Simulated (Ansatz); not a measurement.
Spectroscopic constants of Se$_{2}$, multiplicity 3 (the spin of the measured ground state). No spin–orbit coupling. Se is treated without relativity.

D_e counts from the fitted minimum to each atom's lowest state at the same level, without counterpoise.

Correlated levels freeze the inner cores; with def2 sets outer-core shells near the valence are correlated too.

The values were computed with Ansatz (Gaussian orbitals). Values without a source in brackets are computed.

PBE/def2-TZVPP gives 94.76 kcal/mol for the bond energy D_e.

Problem. How do the other levels lie against it? Give each less PBE: r2SCAN/def2-TZVPP, PBE0/def2-TZVPP, wB97M-V/def2-TZVPP, B2PLYP/def2-TZVPP, CCSD(T)/def2-QZVPP.

Solution. r2SCAN/def2-TZVPP -4.60; PBE0/def2-TZVPP -8.94; wB97M-V/def2-TZVPP -15.98; B2PLYP/def2-TZVPP -11.47; CCSD(T)/def2-QZVPP -13.25 kcal/mol. 0 of 5 lie above PBE; the widest gap is to wB97M-V/def2-TZVPP.

Ansatz is a first-principles code.
